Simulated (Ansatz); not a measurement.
CH6S2Si, SMILES `CSS[SiH3]` at its PBE0-D4/def2-TZVP geometry, where that method's forces vanish. The species carries charge 0 and has multiplicity 1.

```
atom   x (Å)   y (Å)   z (Å)
  C1   0.880  -1.467   0.887
  S2   0.573   0.207   1.474
  S3  -1.357   0.537   0.833
 Si4  -0.825   1.389  -1.058
  H5   0.180  -2.169   1.339
  H6   1.896  -1.714   1.203
  H7   0.820  -1.518  -0.200
  H8  -0.006   0.424  -1.835
  H9  -0.064   2.646  -0.863
 H10  -2.096   1.665  -1.780
```

For each bond, give half the difference of the two atoms' forces along it (eV/Å; positive pushes the atoms apart) under PBE-D4, r2SCAN-D4, B3LYP-D4, ωB97M-V in def2-TZVPP. (Estimate.)

Ansatz gave: 
```
   bond  length (Å)  PBE-D4  r2SCAN-D4  B3LYP-D4  ωB97M-V
  C1–S2       1.800    0.15       0.16      0.26     0.13
  C1–H5       1.089    0.10      -0.04     -0.08    -0.08
  C1–H6       1.093    0.10      -0.04     -0.09    -0.07
  C1–H7       1.090    0.10      -0.04     -0.09    -0.07
  S2–S3       2.060    0.28       0.14      0.36     0.15
 S3–Si4       2.141    0.11       0.04      0.18     0.09
 Si4–H8       1.485    0.07      -0.02     -0.09    -0.11
 Si4–H9       1.482    0.07      -0.02     -0.08    -0.12
Si4–H10       1.487    0.08      -0.03     -0.11    -0.13
```

B3LYP here is the variant with VWN-RPA as its local correlation; programs differ in this.
